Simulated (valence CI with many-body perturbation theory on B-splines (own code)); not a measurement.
# Gd51+: magnetic and hyperfine properties of the levels

Calculated by relativistic CI+MBPT: three valence electrons over a frozen Dirac-Fock core [Ne], radial functions for each j: 11 s, 11 p, 10 d, 8 f, 5 g, 2 h, with the one-electron correlation potential Σ1 (screened to all orders), the two-electron term Σ2, the three-electron term Σ3, Breit, model QED; selected single and double excitations, second order for the rest, scaled by the run's own slope (own B-spline code, finite nucleus).

The last digits are not significant, and no measured levels were compared; by estimate large intervals hold to a few tenths of a per cent, small ones and those within an open d or f shell to about a per cent.

A/g_I is the dipole constant over the nuclear g factor μ/I (μ in nuclear magnetons, uniformly magnetised nucleus), B/Q the quadrupole constant per barn. Both hold the static response of the core; the bare values leave it out. Large factors of s and p1/2 electrons are usually good to 5 to 10 %; those of open d and f shells near neutrality can be off by tens of per cent, and small factors of p3/2, d and f electrons come from cancelling terms and can be off by a factor of two or in sign, in half-filled shells by more. B is blank for J = 1/2, where it vanishes, and for nearly pure S terms. Energies count from the lowest level.

Levels are named by their leading jj configuration (3d3/2^4 stands for four electrons in 3d with j = 3/2), which in mixed levels can hold well under half, so a name can repeat and another be missing. Letters in brackets count levels of one name in rising energy.

```
                     Level  E (Ry)      g  A/g_I (MHz)  A/g_I bare  B/Q (MHz/b)  B/Q bare
        (3s^2 3p1/2) J=1/2   0.000  0.653       975000      955000                       
        (3s 3p1/2^2) J=1/2   9.751  2.182      2940000     2870000                       
        (3s^2 3p3/2) J=3/2  13.446  1.324       134000      133000       257000    253000
(3s 3p1/2 3p3/2) J=3/2 [a]  21.439  1.646       710000      698000       208000    205000
    (3s 3p1/2 3p3/2) J=5/2  22.513  1.350       855000      838000       184000    182000
(3s 3p1/2 3p3/2) J=3/2 [b]  23.877  0.956        62200       63600       151000    149000
    (3s 3p1/2 3p3/2) J=1/2  24.496  1.231     -1000000     -975000                       
        (3s^2 3d3/2) J=3/2  27.668  0.830        38000       40400        49800     50900
        (3s^2 3d5/2) J=5/2  30.183  1.213        67400       68600        36600     38400
     (3p1/2^2 3p3/2) J=3/2  33.588  1.191        90600       92900       200000    197000
(3s 3p1/2 3d3/2) J=3/2 [a]  34.600  0.592      -199000     -192000        77500     77700
    (3s 3p1/2 3d3/2) J=5/2  35.387  1.034       800000      784000         7810      9670
        (3s 3p3/2^2) J=5/2  35.793  1.407       694000      681000        93800     92500
    (3s 3p1/2 3d3/2) J=1/2  36.980  0.379     -1190000    -1160000                       
(3s 3p1/2 3d3/2) J=3/2 [b]  37.242  1.305       701000      688000        39900     39700
        (3s 3p3/2^2) J=1/2  37.974  1.893      3010000     2940000                       
        (3s 3p3/2^2) J=3/2  38.392  1.196      -435000     -421000       -55900    -55100
(3s 3p1/2 3d5/2) J=5/2 [a]  38.503  1.350       283000      280000        46400     48000
    (3s 3p1/2 3d5/2) J=7/2  39.252  1.246       578000      567000         1230      3750
(3s 3p1/2 3d5/2) J=5/2 [b]  39.925  1.046        27300       29600        61000     62000
    (3s 3p1/2 3d5/2) J=3/2  40.257  1.122      -570000     -553000        16200     17500
     (3p1/2^2 3d3/2) J=3/2  46.508  0.769        73900       73900        41100     42500
     (3p1/2 3p3/2^2) J=5/2  46.682  1.156       363000      357000        40700     40400
     (3p1/2 3p3/2^2) J=3/2  46.972  1.391       -13000       -6800        28000     27600
     (3p1/2 3p3/2^2) J=1/2  47.896  0.681      1050000     1020000                       
(3s 3p3/2 3d3/2) J=3/2 [a]  48.926  1.314       403000      398000        -8790     -9860
(3s 3p3/2 3d3/2) J=1/2 [a]  49.019  2.255      1340000     1310000                       
(3s 3p3/2 3d3/2) J=5/2 [a]  49.054  1.249       365000      361000        82000     80300
    (3s 3p3/2 3d3/2) J=7/2  49.289  1.261       495000      487000       235000    233000
     (3p1/2^2 3d5/2) J=5/2  50.367  1.194        23500       27100        34900     36900
    (3s 3p3/2 3d5/2) J=9/2  50.729  1.324       394000      388000       315000    313000
(3s 3p3/2 3d3/2) J=3/2 [b]  50.852  0.989        54900       56700      -139000   -137000
(3s 3p3/2 3d3/2) J=5/2 [b]  51.876  0.992       -71900      -66700       161000    160000
(3s 3p3/2 3d3/2) J=1/2 [b]  52.150  0.608       422000      414000                       
(3s 3p3/2 3d5/2) J=5/2 [a]  52.186  1.295       550000      540000      -121000   -119000
(3s 3p3/2 3d5/2) J=7/2 [a]  52.820  1.211       215000      213000       213000    212000
(3s 3p3/2 3d5/2) J=3/2 [a]  52.924  1.163      -195000     -186000      -132000   -130000
(3s 3p3/2 3d5/2) J=7/2 [b]  53.915  1.197        35000       37500       165000    165000
    (3s 3p3/2 3d5/2) J=1/2  54.573  0.693      -771000     -751000                       
(3s 3p3/2 3d5/2) J=3/2 [b]  55.167  1.303       696000      683000        80000     80100
```

(1) Take the isotope of mass number 157, with I = 3/2, μ = -0.3398 μN and Q = 1.35 b. What is the hyperfine structure of (3s 3p1/2 3p3/2) J=5/2?

Answers

(1) From the table A = -194000 MHz, B = 249000 MHz. Shifts from the centre of gravity in MHz: F = 1: 1190000, F = 2: 606000, F = 3: -88400, F = 4: -665000.
